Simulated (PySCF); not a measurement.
Dipole response of Re⁺ (rhenium, charge +1)

[Xe] 4f14 5d6, high-spin 5D determinant (an excited configuration). All numbers are calculated (PySCF 2.14, scalar relativity by spin-free X2C-1e, in ANO-RCC-VTZP). Coupled (time-dependent) response in atomic units; α is the mean over directions. The basis has no added diffuse functions, which lowers α and C₆.

```tsv
method	mean α (bohr³)	α xx, yy, zz	C₆ (like pair)	S(−4)
PBEsol	22.26	20.79, 20.79, 25.20	147.5	294.1
```

S(−4) is the Cauchy moment in α(ω) = α(0) + S(−4) ω² + …

Spin-orbit coupling is absent.

α(iu) at PBEsol:

```json
{"u (hartree)": "0", "α(iu) (bohr³)": "22.26"}
{"u (hartree)": "0.0500", "α(iu) (bohr³)": "21.56"}
{"u (hartree)": "0.100", "α(iu) (bohr³)": "19.76"}
{"u (hartree)": "0.200", "α(iu) (bohr³)": "15.31"}
{"u (hartree)": "0.300", "α(iu) (bohr³)": "11.84"}
{"u (hartree)": "0.500", "α(iu) (bohr³)": "8.109"}
{"u (hartree)": "0.750", "α(iu) (bohr³)": "6.035"}
{"u (hartree)": "1.00", "α(iu) (bohr³)": "4.879"}
{"u (hartree)": "1.50", "α(iu) (bohr³)": "3.460"}
{"u (hartree)": "2.00", "α(iu) (bohr³)": "2.574"}
{"u (hartree)": "3.00", "α(iu) (bohr³)": "1.571"}
{"u (hartree)": "5.00", "α(iu) (bohr³)": "0.7693"}
```

A single London oscillator, α(iu) = α/(1 + u²/ω²), gives C₆ = (3/4) ω α². Matching the computed C₆ needs ω = 4 × 147.5 / (3 × 22.26²) = 0.397 hartree.

For an ion, C₆ is the dispersion term alone; charge-induced terms of lower order in 1/R come first.

The components differ because the open shell of this determinant is not spherical; for a pure term their mean is the scalar polarisability.

⟨L²⟩ = 7.86 against 6 for a pure D term, so this real determinant mixes terms. Spin-orbit coupling, absent here, splits the open shell strongly. The s, p, d and f populations moved away from the nominal configuration during the SCF.
